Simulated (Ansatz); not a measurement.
One change: `C[O][Ga]([SH])[Cl]` becomes `C[O][Ga]([F])[SH]`.

Ansatz, PBE0-D4/def2-TZVP geometries, multiplicity 1. Each molecule was computed in one conformer, which needn't be the lowest.

Scalar relativity is left out up to krypton.

| property | `C[O][Ga]([SH])[Cl]` |
| --- | --- |
| size of the dipole moment (B3LYP/def2-TZVPP) / D | 1.30 |
| HOMO energy (ωB97M-V/def2-TZVPP) / eV | -10.18 |
| size of the dipole moment (PBE/def2-TZVPP) / D | 1.36 |
| LUMO energy (PBE0/def2-TZVPP) / eV | -1.09 |
| LUMO energy (PBE/def2-TZVPP) / eV | -2.03 |
| HOMO–LUMO gap (ωB97M-V/def2-TZVPP) / eV | 10.98 |

Task: Give the same properties after the change, and the shifts. (Best estimate.)

Result: The calculation gave: 
```tsv
property	`C[O][Ga]([F])[SH]`	shift
size of the dipole moment (B3LYP/def2-TZVPP) / D	1.58	0.28
HOMO energy (ωB97M-V/def2-TZVPP) / eV	-10.26	-0.08
size of the dipole moment (PBE/def2-TZVPP) / D	1.57	0.21
LUMO energy (PBE0/def2-TZVPP) / eV	-1.12	-0.03
LUMO energy (PBE/def2-TZVPP) / eV	-2.08	-0.05
HOMO–LUMO gap (ωB97M-V/def2-TZVPP) / eV	11.02	0.04
```

Dipoles are sizes alone; their direction can turn.

Positive LUMOs are unbound, so they and the gaps depend on the basis.

B3LYP here is the variant with VWN-RPA as its local correlation; programs differ in this.
